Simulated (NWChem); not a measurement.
System: C2H7FOSi; SMILES O[C@H](C)[SiH2]F

NWChem input:

```
start job
memory heap 200 mb stack 900 mb global 1100 mb
geometry units angstroms
  C     -0.803871     1.944205    -0.114180
  C      0.158753     0.794903    -0.377403
  O      1.438776     1.023043     0.190105
  Si    -0.509044    -0.882020     0.196427
  F      0.466304    -2.077183    -0.319272
  H     -1.052326     2.029994     0.957996
  H     -1.749511     1.819341    -0.664721
  H     -0.345233     2.895489    -0.426290
  H      0.332911     0.722605    -1.465647
  H      1.333534     1.098994     1.145641
  H     -1.878019    -1.163292    -0.326598
  H     -0.501183    -0.902900     1.691116
end
basis spherical
  C library 3-21g
  O library 3-21g
  Si library 3-21g
  F library 3-21g
  H library 3-21g
end
dft
  xc hfexch
  iterations 150
end
driver
  maxiter 120
end
task dft optimize
```

NWChem printed, in part:

```
             Northwest Computational Chemistry Package (NWChem) 7.3.0
             --------------------------------------------------------

 C1  symmetry detected

                             Geometry "geometry" -> ""
                             -------------------------

 Output coordinates in angstroms (scale by  1.889725989 to convert to a.u.)

  No.       Tag          Charge          X              Y              Z
 ---- ---------------- ---------- -------------- -------------- --------------
    1 C                    6.0000    -0.80725520     1.94693952    -0.12595755
    2 C                    6.0000     0.14443740     0.78624218    -0.37872086
    3 O                    8.0000     1.43107136     1.01387597     0.17384404
    4 Si                  14.0000    -0.53073373    -0.87601110     0.22820783
    5 F                    9.0000     0.43111688    -2.08676666    -0.27634954
    6 H                    1.0000    -1.04561095     2.05204408     0.94679152
    7 H                    1.0000    -1.75861074     1.82030626    -0.66615018
    8 H                    1.0000    -0.34432117     2.88951489    -0.45753932
    9 H                    1.0000     0.30845989     0.69492823    -1.46711022
   10 H                    1.0000     1.33481845     1.10616054     1.12888981
   11 H                    1.0000    -1.90631714    -1.15537019    -0.27824099
   12 H                    1.0000    -0.50986209    -0.87262652     1.72291379

 Effective nuclear repulsion energy (a.u.)     244.4017264978

                                Z-matrix (autoz)
                                --------

 Units are Angstrom for bonds and degrees for angles

      Type          Name      I     J     K     L     M      Value
      ----------- --------  ----- ----- ----- ----- ----- ----------
    1 Stretch                  1     2                       1.52211
    2 Stretch                  1     6                       1.10393
    3 Stretch                  1     7                       1.10133
    4 Stretch                  1     8                       1.10123
    5 Stretch                  2     3                       1.41865
    6 Stretch                  2     4                       1.89402
    7 Stretch                  2     9                       1.10446
    8 Stretch                  3    10                       0.96431
    9 Stretch                  4     5                       1.62655
   10 Stretch                  4    11                       1.49223
   11 Stretch                  4    12                       1.49486
   12 Bend                     1     2     3               112.33500
   13 Bend                     1     2     4               113.15049
   14 Bend                     1     2     9               108.63543
   15 Bend                     2     1     6               111.65240
   16 Bend                     2     1     7               111.77549
   17 Bend                     2     1     8               109.86803
   18 Bend                     2     3    10               108.09463
   19 Bend                     2     4     5               110.06477
   20 Bend                     2     4    11               112.59123
   21 Bend                     2     4    12               108.26719
   22 Bend                     3     2     4               109.83498
   23 Bend                     3     2     9               105.21309
   24 Bend                     4     2     9               107.22721
   25 Bend                     5     4    11               107.48680
   26 Bend                     5     4    12               107.67389
   27 Bend                     6     1     7               107.52208
   28 Bend                     6     1     8               107.57009
   29 Bend                     7     1     8               108.29226
   30 Bend                    11     4    12               110.64952
   31 Torsion                  1     2     3    10          61.62247
   32 Torsion                  1     2     4     5         171.41441
   33 Torsion                  1     2     4    11          51.51606
   34 Torsion                  1     2     4    12         -71.13830
   35 Torsion                  3     2     1     6         -66.83656
   36 Torsion                  3     2     1     7         172.67221
   37 Torsion                  3     2     1     8          52.42530
   38 Torsion                  3     2     4     5         -62.17264
   39 Torsion                  3     2     4    11         177.92902
   40 Torsion                  3     2     4    12          55.27465
   41 Torsion                  4     2     1     6          58.23693
   42 Torsion                  4     2     1     7         -62.25429
   43 Torsion                  4     2     1     8         177.49879
   44 Torsion                  4     2     3    10         -65.25007
   45 Torsion                  5     4     2     9          51.65010
   46 Torsion                  6     1     2     9         177.19114
   47 Torsion                  7     1     2     9          56.69991
   48 Torsion                  8     1     2     9         -63.54700
   49 Torsion                  9     2     3    10         179.63943
   50 Torsion                  9     2     4    11         -68.24824
   51 Torsion                  9     2     4    12         169.09739

  xc_inp: hfexch multiplicative factor not found.

                           NWChem Geometry Optimization
                           ----------------------------

[...]

      ----------------------
      Optimization converged
      ----------------------

  Step       Energy      Delta E   Gmax     Grms     Xrms     Xmax
  ---- ---------------- -------- -------- -------- -------- --------
@   12    -540.16120434 -9.7D-08  0.00004  0.00001  0.00056  0.00129
                                     ok       ok       ok       ok

                                Z-matrix (autoz)
                                --------

 Units are Angstrom for bonds and degrees for angles

[...]
```

Level: Hartree-Fock/3-21G.
